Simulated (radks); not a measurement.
Xe31+, 23 electrons, occupied as [Ar] 3d4 6f1 (not the ground configuration). Method: scalar-relativistic Kohn-Sham, PBE, spin-polarised, spherical densities, finite nucleus; open shells are filled with parallel spins first (spin-orbit coupling, left out, can overturn this in heavy ions); Fermi nuclear charge, rms radius 4.7859 fm; computed with a radial shooting solver on a logarithmic mesh with Libxc functionals.

Unscreened Slater integrals over Kohn-Sham orbitals (eV). They are taken over the spin-up orbitals.

\begin{tabular}{lr}
integral & value \\ \hline
F0(6f,6f) & 17.040 \\
F2(6f,6f) & 8.6186 \\
F4(6f,6f) & 6.0077 \\
F6(6f,6f) & 4.6585 \\
F0(6f,3d) & 25.079 \\
F2(6f,3d) & 4.6544 \\
F4(6f,3d) & 2.4883 \\
G1(6f,3d) & 3.9566 \\
G3(6f,3d) & 2.5681 \\
G5(6f,3d) & 1.8521 \\
F0(6f,3p) & 24.808 \\
F2(6f,3p) & 4.9972 \\
G2(6f,3p) & 3.3422 \\
G4(6f,3p) & 2.3961 \\
F0(6f,3s) & 24.766 \\
G3(6f,3s) & 2.8441 \\
F0(3d,3d) & 97.447 \\
F2(3d,3d) & 50.045 \\
F4(3d,3d) & 32.292 \\
F0(3d,3p) & 90.661 \\
F2(3d,3p) & 43.731 \\
G1(3d,3p) & 47.306 \\
G3(3d,3p) & 31.446 \\
F0(3d,3s) & 89.454 \\
G2(3d,3s) & 35.745 \\
F0(3p,3p) & 86.655 \\
F2(3p,3p) & 43.626 \\
F0(3p,3s) & 85.552 \\
G1(3p,3s) & 55.723 \\
F0(3s,3s) & 84.687 \\
\end{tabular}

Derived for the open shells (J is the average intra-shell exchange parameter used in DFT+U). 3d: Racah B = F2/49 - 5 F4/441 = 0.6552 eV, C = 35 F4/441 = 2.563 eV, C/B = 3.91, F4/F2 = 0.645, J = (F2 + F4)/14 = 5.881 eV. 6f: F4/F2 = 0.697, F6/F2 = 0.541, J = (286 F2 + 195 F4 + 250 F6)/6435 = 0.7461 eV.
